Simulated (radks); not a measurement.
The numbers below are computed, except where a source is named.
Q: These are the eigenvalues of the occupied orbitals of an atom or ion with whole-number occupations (eV). Level of theory: Dirac Kohn-Sham, LDA (Slater exchange, Perdew-Wang correlation), spin-unpolarised, spherical densities, point nucleus (a radial shooting solver on a logarithmic mesh with Libxc functionals).

orbital  eigenvalue
1s1/2     -51765.34
2s1/2     -8584.129
2p1/2     -8160.602
2p3/2     -7414.853
3s1/2     -1909.286
3p1/2     -1724.809
3p3/2     -1570.921
3d3/2     -1252.110
3d5/2     -1218.503
4s1/2     -383.7558
4p1/2     -311.5166
4p3/2     -277.0799
4d3/2     -157.9502
4d5/2     -151.7323
5s1/2      -55.3753
5p1/2      -35.8763
5p3/2      -31.4230
4f5/2      -11.3999
4f7/2      -10.6106
6p1/2       -6.5001
6p3/2       -6.0955

Which element is it, and in what charge state? The configuration may be excited. Open shells, if any, are shared by 2j + 1.

A: Z = 65, terbium, charge +1: Tb+ in [Xe] 4f9 6p1. The list shows which subshells hold electrons but not how many an open one holds; the 1s level, -1902.3 hartree, gives Z - s = 61.7 by -(Z - s)^2/2, which with screening and relativity narrows Z to a few neighbours, and the depths of the outer levels then fix element, charge and occupations together.
